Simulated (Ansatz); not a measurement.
Reaction (cleavage of the B–Sn bond): `F[BH][SnH2][SiH3]` + `[NH2][GeH2][OH]` → `[NH2][GeH2][O]BF` + `[SiH3][SnH3]`

Computed with Ansatz on PBE0-D4/def2-TZVP structures; ΔE is electronic, products minus reactants. CBS: MP2 limit from def2 TZ/QZ plus the TZ coupled-cluster correction, frozen cores. def2 core potentials past Kr. For Ge, Sn outer-core shells are correlated without core-valence functions, which leaves a few kJ/mol of doubt a bond. Scalar relativity is left out up to krypton. Each species was taken in one conformer, which may not be the lowest.

`F[BH][SnH2][SiH3]`:

Z-matrix (Å, degrees):
```
Sn
B 1 2.268
Si 1 2.568 2 110.9
H 1 1.711 2 110.0 3 119.2
H 1 1.710 2 111.9 3 -121.3
F 2 1.318 1 119.6 3 94.3
H 2 1.202 1 123.8 3 -84.0
H 3 1.487 1 110.1 2 58.1
H 3 1.487 1 110.1 2 -61.5
H 3 1.487 1 110.6 2 178.3
```

`[NH2][GeH2][OH]`:

Cartesian coordinates in Å:
```
N 1.255 0.597 0.162
Ge -0.463 0.002 0.185
O -0.381 -1.648 -0.477
H 1.625 0.893 -0.728
H 1.500 1.262 0.880
H -1.456 0.785 -0.708
H -0.911 -0.012 1.657
H -1.170 -1.880 -0.970
```

`[NH2][GeH2][O]BF`:

Cartesian coordinates in Å:
```
N -1.332 0.129 1.483
Ge -0.931 -0.239 -0.248
O 0.556 0.634 -0.787
B 1.789 0.129 -0.882
F 2.782 0.929 -1.260
H -0.699 -0.244 2.175
H -1.542 1.093 1.695
H -0.656 -1.740 -0.384
H -2.028 0.326 -1.149
H 2.062 -1.017 -0.642
```

`[SiH3][SnH3]`:

Z-matrix (Å, degrees):
```
Si
Sn 1 2.560
H 1 1.487 2 110.2
H 1 1.487 2 110.2 3 -120.0
H 1 1.487 2 110.2 3 120.0
H 2 1.708 1 110.8 3 179.5
H 2 1.708 1 110.8 3 -60.5
H 2 1.708 1 110.7 3 59.5
```

```tsv
species	CCSD(T)/CBS(def2) energy (Eh)
`F[BH][SnH2][SiH3]`	-631.31705
`[NH2][GeH2][OH]`	-2209.02804
`[NH2][GeH2][O]BF`	-2333.72934
`[SiH3][SnH3]`	-506.68362
```

Q: Work out ΔE.

A: ΔE = (-2333.72934) + (-506.68362) − (-631.31705) − (-2209.02804) = -0.06787 Eh = -178.2 kJ/mol.

Q: What do rigid-rotor, harmonic-oscillator terms from PBE0-D4/def2-TZVP frequencies (298.15 K, 1 bar) make of the CCSD(T)/CBS value? (Best estimate.)

A: Computed: ΔZPE = -2.7 kJ/mol, ΔH = -182.8 kJ/mol, ΔS = -26 J/(mol·K), ΔG = -175.2 kJ/mol. Modes under 50 cm⁻¹ make the entropy rough.

Largest T1 diagnostic among the species: 0.014.

From BLYP to BHLYP (50 % exact exchange), in def2-TZVPP and without D4, ΔE moves by −14.1 kJ/mol. In def2-TZVPP, CCSD(T) changes the Hartree–Fock value by +16.0 kJ/mol (the triples alone add +1.4 kJ/mol) and MP2 by +16.1 kJ/mol. Leaving LDA and LC-ωPBE aside and taking each functional with its dispersion term where it has one, the values, not all of them listed here, spread over 26.4 kJ/mol, from B97M-V to revPBE-D4. LDA lies −13.4 kJ/mol from PBE without D4.
